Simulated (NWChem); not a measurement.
**Total energies of FOS**

SMILES: O=[S]F
```xyz
3

O      0.4856    -1.2339     0.0000
S     -0.4610    -0.1064     0.0000
F      0.3879     1.2859     0.0000
```
Charge 0, spin multiplicity 2.

The numbers come from NWChem runs, not from measurements. Structure: optimised with UPBE0/def2-SVP, a minimum by its harmonic frequencies.

Basis set: 3-21G (31 functions).

```json
[
 {"method": "UHF", "total energy (Ha)": "-568.79553"},
 {"method": "UMP2", "total energy (Ha)": "-569.07942"},
 {"method": "UB2PLYP", "total energy (Ha)": "-569.87661"},
 {"method": "UPBE", "total energy (Ha)": "-569.86801"},
 {"method": "UB3LYP", "total energy (Ha)": "-570.21511"},
 {"method": "ULDA (SVWN5)", "total energy (Ha)": "-567.69597"}
]
```

Total energies of different functionals aren't comparable as a measure of quality: only differences taken within one method are. 

The correlated methods keep 7 core orbitals frozen. B3LYP has NWChem's definition, with VWN1-RPA local correlation. The structure started from a generated list of species. The unpaired electrons of the parent sit in orbitals of symmetry a" (Cs labels of the run); other states weren't searched. The stability of the SCF solutions was not checked. Open-shell Hartree-Fock references start from PBE0 orbitals.
